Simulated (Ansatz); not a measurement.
C2H6S, charge +1, doublet, at a GFN2-xTB geometry (a state made from the parent by changing its charge; the spin is typed, not shown lowest). Base run: BLYP/def2-SV(P) run with Ansatz (an electronic-structure program).

Geometry (Å):
```xyz
9

C     -1.4390     0.8460    -0.0251
C     -0.6294    -0.3978    -0.2526
S      1.1209    -0.3228     0.1254
H     -2.4767     0.6573    -0.2946
H     -1.0837     1.6811    -0.6298
H     -1.4174     1.1623     1.0183
H     -1.0218    -1.2501     0.3238
H     -0.6936    -0.7399    -1.2974
H      1.1689     0.9646     0.5402
```
Charge +1, spin multiplicity 2.
Orbitals are unrestricted.
All else is at Ansatz's defaults.
Base energy -477.41876 Eh.

Each row names what was changed in the base input (with any setting that the change needs).

| change | ΔE vs base (kcal/mol) |
|---|---|
| base | 0.000 |
| accuracy = high | 0.001 |
| final_grid = 14, 28, 59 | 0.000 |
| point_charge = charge:1.0 position_ang:0.1442, 4.6606, -2.5179 | 60.17 |
| fitting.mean_field = cc-pVTZ-JKFIT | -0.046 |
| point_charge = charge:0.5 position_ang:-3.6006, -3.7598, 1.0535 | 30.85 |
| final_grid = 4, 8, 17 | 0.081 |
| lower_state_search = full | 0.000 |
| lower_state_search = light | 0.000 |
| forces = on | 0.000 |
| lower_state_search = off | 0.000 |
